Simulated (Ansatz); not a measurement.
Frontier orbitals of C2H6AlBFN.

```xyz
12

N     0.7386    1.0314   -0.9027
C    -0.4614    1.0098    0.0441
B    -1.0561   -0.4420   -0.2927
C    -0.5696   -1.4274    0.7138
F    -0.5767   -2.7839    0.5641
Al    0.9761   -0.0328    0.7621
H     0.5448    0.7381   -1.8568
H     1.2115    1.9274   -0.9199
H    -1.0614    1.9119    0.0304
H    -1.4503   -0.7446   -1.3910
H    -0.6838   -1.1646    1.7824
H     2.3884   -0.0233    1.4662
```

Charge 0, multiplicity 1. The bonds changed during the relaxation, so this is another structure than the one it started from. All single points use the PBE0-D4/def2-TZVP geometry. It is one conformer, not always the lowest. Basis def2-TZVPP, Ansatz 0.2.0.

| functional | HOMO (eV) | LUMO (eV) | gap (eV) |
| --- | --- | --- | --- |
| PBE | -5.41 | -1.66 | 3.75 |
| BLYP | -5.29 | -1.52 | 3.77 |
| r2SCAN | -5.62 | -1.34 | 4.28 |
| PBE0 | -6.58 | -0.77 | 5.81 |
| ωB97M-V | -8.79 | 0.96 | 9.75 |

From PBE to PBE0 the HOMO moves by −1.17 eV and the LUMO by +0.89 eV, and with ωB97M-V by −3.37 and +2.62 eV, so the gap grows from 3.75 to 9.75 eV with exact exchange. A positive LUMO is unbound and depends on the basis.
